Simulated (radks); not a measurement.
The zinc ion Zn2+ inside a hard spherical wall (all orbitals vanish at R), configuration held at [Ar] 3d10 and not refilled when levels cross. Calculated with a radial shooting solver on a logarithmic mesh with Libxc functionals: scalar-relativistic Kohn-Sham, PBEsol, spin-polarised, spherical densities, finite nucleus; Fermi nuclear charge, rms radius 3.9283 fm. Eigenvalues in eV for spin up, with the zero of energy where the potential of the charges vanishes at infinity; a dash marks a level that is unbound or too diffuse for the functional's potential to be trusted. A positive occupied level is held by the wall or, in an anion where self-interaction has pushed it up, behind a barrier. The pressure on the wall is -dE/dV.

R (bohr) = free: E (hartree) -1793.55395; kinetic (hartree) 1821.937; e(2p) -1024.0; e(3s) -149.76; e(3p) -104.12; e(3d) -30.836; e(4s, empty) -22.830; e(4p, empty) -15.430; pressure (GPa) 0
R (bohr) = 15: E (hartree) -1793.55395; kinetic (hartree) 1821.937; e(2p) -1024.0; e(3s) -149.76; e(3p) -104.12; e(3d) -30.836; e(4s, empty) -22.830; e(4p, empty) -15.430; pressure (GPa) < 0.0001
R (bohr) = 8: E (hartree) -1793.55395; kinetic (hartree) 1821.937; e(2p) -1024.0; e(3s) -149.76; e(3p) -104.12; e(3d) -30.836; e(4s, empty) -22.829; e(4p, empty) -15.422; pressure (GPa) < 0.0001
R (bohr) = 7: E (hartree) -1793.55394; kinetic (hartree) 1821.937; e(2p) -1024.0; e(3s) -149.76; e(3p) -104.12; e(3d) -30.835; e(4s, empty) -22.825; e(4p, empty) -15.389; pressure (GPa) 0.000434
R (bohr) = 5: E (hartree) -1793.55329; kinetic (hartree) 1821.945; e(2p) -1023.9; e(3s) -149.71; e(3p) -104.08; e(3d) -30.796; e(4s, empty) -22.591; e(4p, empty) -14.632; pressure (GPa) 0.160
R (bohr) = 3: E (hartree) -1793.45145; kinetic (hartree) 1822.599; e(2p) -1021.0; e(3s) -147.26; e(3p) -101.68; e(3d) -28.359; e(4s, empty) -14.377; e(4p, empty) -2.177; pressure (GPa) 67.2
R (bohr) = 2.5: E (hartree) -1793.18355; kinetic (hartree) 1823.985; e(2p) -1016.1; e(3s) -143.49; e(3p) -97.993; e(3d) -24.358; e(4s, empty) -1.882; e(4p, empty) 13.448; pressure (GPa) 366
